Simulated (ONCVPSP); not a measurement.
# Configuration tests for P (Z = 15) (ONCV)

```json
{
 "Element": "phosphorus",
 "Generator": "ONCVPSP 4.0.1",
 "Type": "optimised norm-conserving Vanderbilt (ONCV)",
 "Functional": "PBEsol",
 "Relativity": "scalar-relativistic",
 "Frozen core": "[Ne]",
 "Valence charge": "5",
 "Reference configuration": "3s2 3p2 (charge +1)",
 "Partial waves": "3s: rc 1.40 bohr, ncon 3, nbas 6, qcut 4 1/bohr, 1 projector; 3p: rc 1.40 bohr, ncon 3, nbas 8, qcut 6.8 1/bohr, 1 projector",
 "Local potential": "polynomial inside 0.90 bohr (lpopt 5, dvloc0 4 Ha)",
 "Core correction": "Teter function, fcfact 2.75, rcfact 1.25"
}
```

Energies are relative to the spin-unpolarised reference configuration 3s2 3p2; without spin polarisation the order of configurations can differ from experiment.

```csv
valence configuration,charge,ΔE all-electron (eV),error AE − PS (meV)
3s2 3p1,+2,19.112,+8.4
3s0 3p5,0,7.454,-3.5
```

Q: What are ΔE and the potential's error for 3s2 3p3?

A: ΔE = -9.698 eV all-electron; the error (AE − PS) is +5.3 meV.

Q: What are ΔE and the potential's error for 3s2 3p0?

A: ΔE = 48.818 eV all-electron; the error (AE − PS) is +53 meV.

Note: no bound ghost flagged; GHOST(+) flagged for s at 32.9 eV.
